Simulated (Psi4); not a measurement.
BiBr3, triplet, geometry from GFN2-xTB (such geometries of metal compounds can be far from the true shape) (a higher spin typed on purpose: for a closed-shell molecule this is an excited state) (core potentials on Bi); Psi4 with R2SCAN/def2-SVP.

Psi4 was given this input:
```
memory 2 GB

molecule {
0 3
Bi   -0.00964922    0.05196464   -0.00579277
Br   -1.59250448   -2.06023989    0.19346659
Br   -0.61071188    3.28891176   -0.36663198
Br    2.22609880   -1.35190231    0.18690252
}

set {
  basis def2-svp
  reference uks
}

energy('r2scan')
print_variables()
```

It wrote (shortened):

```
   => Loading Basis Set <=

    Name: DEF2-SVP
    Role: ORBITAL
    Keyword: BASIS

    !!!  WARNING: ECP capability is in beta. Please check occupations closely.  !!!

         ---------------------------------------------------------
                                   SCF
               by Justin Turney, Rob Parrish, Andy Simmonett
                          and Daniel G. A. Smith
                              UKS Reference
         ---------------------------------------------------------

  ==> Geometry <==

    Molecular point group: c1
    Full point group: C1

    Geometry (in Angstrom), charge = 0, multiplicity = 3:

       Center              X                  Y                   Z               Mass
    ------------   -----------------  -----------------  -----------------  -----------------
         BI          -0.009176621871     0.049419520834    -0.005509050286   208.980399100000
         BR          -1.592031881871    -2.062785009166     0.193750309714    78.918337600000
         BR          -0.610239281871     3.286366640834    -0.366348260286    78.918337600000
         BR           2.226571398129    -1.354447429166     0.187186239714    78.918337600000

  Running in c1 symmetry.

  Rotational constants: A =      0.02832  B =      0.01226  C =      0.00856 [cm^-1]
  Rotational constants: A =    849.11531  B =    367.48254  C =    256.48167 [MHz]
  Nuclear repulsion =  854.532578609969278

  Charge       = 0
  Multiplicity = 3
  Electrons    = 128
  Nalpha       = 65
  Nbeta        = 63

  ==> Algorithm <==

  SCF Algorithm Type is DF.
  DIIS enabled.
  MOM disabled.
  Fractional occupation disabled.
  Guess Type is SAD.
  Energy threshold   = 1.00e-06
  Density threshold  = 1.00e-06
  Integral threshold = 1.00e-12

  ==> Primary Basis <==

  Basis Set: DEF2-SVP
    Blend: DEF2-SVP
    Number of shells: 46
    Number of basis functions: 122
    Number of Cartesian functions: 133
    Spherical Harmonics?: true
    Max angular momentum: 2

  Core potential: DEF2-SVP
    Number of shells: 4
    Number of ECP primitives: 18
    Number of ECP core electrons: 60
    Max angular momentum: 3

  ==> DFT Potential <==

   => LibXC <=

    Version 7.1.2
    S. Lehtola, C. Steigemann, M. J. T. Oliveira, and M. A. L. Marques,  SoftwareX 7, 1–5 (2018) (10.1016/j.softx.2017.11.002)

   => Composite Functional: R2SCAN <=

    r2SCAN Meta-GGA XC Functional  (0.1021/acs.jpclett.0c02405)
[...]
      Ntotal   =  128.0000236488 ; deviation = 2.365e-05

   @Spin Contamination Metric:   5.086649185E-03
   @S^2 Expected:                2.000000000E+00
   @S^2 Observed:                2.005086649E+00
   @S   Expected:                1.000000000E+00
   @S   Observed:                1.000000000E+00

    Orbital Energies [Eh]
    ---------------------

    Alpha Occupied:

[...]
    Alpha Virtual:

[...]
    Beta Occupied:

[...]
    Beta Virtual:

[...]
    Final Occupation by Irrep:
              A
    DOCC [    63 ]
    SOCC [     2 ]
    NA   [    65 ]
    NB   [    63 ]

  @DF-UKS Final Energy: -7936.28841545020532

   => Energetics <=

    Nuclear Repulsion Energy =            854.5325786099692777
    One-Electron Energy =              -12825.7850517748393031
    Two-Electron Energy =                4326.2314728824349004
    DFT Exchange-Correlation Energy =    -291.2674151677700820
    Empirical Dispersion Energy =           0.0000000000000000
    VV10 Nonlocal Energy =                  0.0000000000000000
    Total Energy =                      -7936.2884154502053207

  UHF NO Occupations:
  HONO-2 :   63  A 1.9989973
  HONO-1 :   64  A 1.0000000
  HONO-0 :   65  A 1.0000000
  LUNO+0 :   66  A 0.0010027
  LUNO+1 :   67  A 0.0005916
  LUNO+2 :   68  A 0.0004447
  LUNO+3 :   69  A 0.0002323

Computation Completed

Properties will be evaluated at   0.000000,   0.000000,   0.000000 [a0]

Properties computed using the SCF density matrix

 Multipole Moments:

 ------------------------------------------------------------------------------------
     Multipole            Electronic (a.u.)      Nuclear  (a.u.)        Total (a.u.)
 ------------------------------------------------------------------------------------

 L = 1.  Multiply by 2.5417464519 to convert [e a0] to [Debye]
 Dipole X            :         -1.3212953            1.2083776           -0.1129177
 Dipole Y            :          7.1157711           -6.5075628            0.6082083
 Dipole Z            :         -0.7932321            0.7254318           -0.0678003
 Magnitude           :                                                    0.6223059

 ------------------------------------------------------------------------------------

  Variable Map:
  ----------------------------------------------------------------------------
[...]
  Array Variable Map:
  ----------------------------------------------------------------------------
[...]
[...]
```
